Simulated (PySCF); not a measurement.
Computed Raman spectrum (relative Raman activity) of a molecule C3H10Si. Geometry optimised at B3LYP-D3(BJ)/def2-SVP. Other conformers were not sampled. Calculation: B3LYP-D3(BJ)/def2-SVP run with PySCF. Frequencies are harmonic and unscaled.

ν (cm⁻¹): 614 (w), 704 (vw), 847 (vw), 915 (vw), 1432 (w), 1442 (w), 2184 (m), 3025 (vs), 3111 (s), 3117 (s) (against the strongest line: vs over 80 %, s over 45 %, m over 15 %, w over 4 %, vw less)

**Question.** Identify the compound among the candidates.
A) CC(C)[SiH3]
B) CCC[SiH3]
C) CC[SiH2]C
D) C[SiH](C)C

**Answer.** D, C[SiH](C)C
